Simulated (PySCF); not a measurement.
H6NSi2, SMILES [SiH3]N[SiH2], multiplicity 2. Atoms are numbered in the order given.

```xyz
9

Si     1.5353     0.0034    -0.5592
N      0.1884     0.2473     0.5294
Si    -1.5116    -0.0496     0.2477
H      1.2031    -1.1705    -1.4292
H      2.7690    -0.2760     0.2504
H      0.4023     0.8172     1.3481
H     -2.1474    -0.5916     1.4868
H     -1.6086    -1.0440    -0.8580
H     -2.2699     1.1806    -0.1436
```
Charge 0, spin multiplicity 2.

Coordinates come from a r2SCAN-D4/def2-SVP optimisation. The isomer is the one that the SMILES or the coordinates give; other isomers of the formula were not compared.

Method: B3LYP/pcH-1 run with PySCF.

Unrestricted Kohn–Sham, ⟨S²⟩ = 0.752. Hyperfine tensors hold the contact and dipolar terms, without spin-orbit corrections.

Computed hyperfine couplings:
```csv
nucleus,A(iso) (MHz),A(iso) (G),dipolar principal values (MHz)
29Si no. 1,-562.6,-200.7,"-143.4, 71.1, 72.3"
14N no. 2,10.9,3.9,"-8.2, -7.9, 16.1"
29Si no. 3,5.3,1.9,"-1.0, 0.3, 0.6"
1H no. 4,88.3,31.5,"-7.4, -0.1, 7.5"
1H no. 5,112.5,40.1,"-7.4, 0.2, 7.2"
1H no. 6,-10.8,-3.9,"-9.2, -3.5, 12.7"
1H no. 7,11.2,4.0,"-1.2, -1.0, 2.2"
1H no. 8,-0.4,-0.1,"-1.7, -1.2, 2.9"
1H no. 9,3.6,1.3,"-1.4, -1.1, 2.5"
```

**Question.** And the g tensor (effective nuclear charges for spin-orbit coupling, GIAO)? (Estimate from the structure and the level; the computed values follow.)

**Answer.** principal values 2.0021, 2.0027, 2.0038; isotropic 2.0028.
